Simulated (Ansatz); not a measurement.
Reaction (formal exchange of groups at a C–B bond): `CC(C)CB(Cl)Cl` + CH₃SH → `CC(C)CCS` + `ClBCl`

Gas-phase electronic energies from Ansatz, PBE0-D4/def2-TZVP geometries. CCSD(T)/CBS adds triple-zeta CCSD(T) − MP2 to the extrapolated MP2 energy (def2 sets, frozen cores). This one scheme is used for every species. One conformer a species, not always the lowest.

```
        species  CCSD(T)/def2-SVP energy (Eh)
`CC(C)CB(Cl)Cl`                   -1101.11694
          CH₃SH                    -437.89312
     `CC(C)CCS`                    -594.56826
        `ClBCl`                    -944.42765
```

Work out ΔE.

ΔE = (-594.56826) + (-944.42765) − (-1101.11694) − (-437.89312) = 0.01415 Eh = +37.2 kJ/mol. CCSD(T)/CBS gives +44.4 kJ/mol.

Largest T1 diagnostic among the species: 0.012.

Leaving LDA and LC-ωPBE aside and taking each functional with its dispersion term where it has one, the values, not all of them listed here, spread over 7.8 kJ/mol, from revPBE-D4 to B97M-V. At CCSD(T), def2-SVP lies −7.3 kJ/mol from the extrapolated value and def2-TZVPP −1.7 kJ/mol.
